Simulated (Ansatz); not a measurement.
The same path of a periodic cell of 13 atoms, LiTi$_{12}$ (host Ti, host structure hcp, interstitial Li) was run twice with different band settings.

Method: DFT PBE, scalar-relativistic, plane waves, PAW in Ansatz. Settings: cutoff 420 eV, k mesh 4x3x5, gaussian smearing 0.05 eV, no spin polarisation.

Relaxed end points:

```xyz
13
Lattice="5.9000 0.0000 0.0000 -4.4250 7.6643 0.0000 0.0000 0.0000 4.6846" Properties=species:S:1:pos:R:3
Ti 0.025 -0.005 -0.095
Ti 0.011 1.429 2.217
Ti -1.632 2.402 0.292
Ti -1.656 4.412 2.050
Ti -2.943 5.061 -0.316
Ti -2.976 6.802 2.180
Ti 2.970 0.014 0.164
Ti 2.939 1.755 2.654
Ti 1.643 2.407 0.288
Ti 1.633 4.416 2.046
Ti -0.016 5.387 0.136
Ti -0.032 6.817 2.450
Li -0.004 3.418 3.501
```

```xyz
13
Lattice="5.9000 0.0000 0.0000 -4.4250 7.6643 0.0000 0.0000 0.0000 4.6846" Properties=species:S:1:pos:R:3
Ti 0.028 -0.007 0.097
Ti 0.022 1.442 2.469
Ti -1.629 2.387 -0.285
Ti -1.649 4.406 2.641
Ti -2.941 5.053 0.322
Ti -2.981 6.793 2.514
Ti 2.970 0.012 -0.171
Ti 2.941 1.756 2.036
Ti 1.652 2.398 -0.280
Ti 1.624 4.410 2.644
Ti -0.018 5.402 -0.139
Ti -0.034 6.825 2.232
Li -0.006 3.431 1.141
```

Common settings: end points relaxed.

| run | movable images | climbing image | spring | optimiser | start path | force threshold | iteration limit |
| --- | --- | --- | --- | --- | --- | --- | --- |
| 1 | 5 | yes | 1.0 eV/Å² | lbfgs | straight line | 0.03 eV/Å | 61 |
| 2 | 4 | from the first iteration | 5.0 eV/Å² | quadratic models (default) | default | 0.05 eV/Å | 50 |

Task: What does each run give, and how far can it be trusted?

Result: Run 1: converged after 11 iterations, highest image 0.432 eV above the first end. By the program's own check the climbing image is of a kind that is not told: the force calls were inconclusive, a negative curvature could not be distinguished from the path's own, the only one lies far off the path, or fixed occupations may fill a level only in part (lowest curvatures found: -2.76 and -0.08 eV/Å²).
Run 2: converged after 7 iterations, highest image 0.432 eV above the first end. The order of the point at the top wasn't checked.
Limits of this set-up: coarse k mesh, a small cell, in which the defect meets its images, a typed lattice constant that wasn't relaxed here.
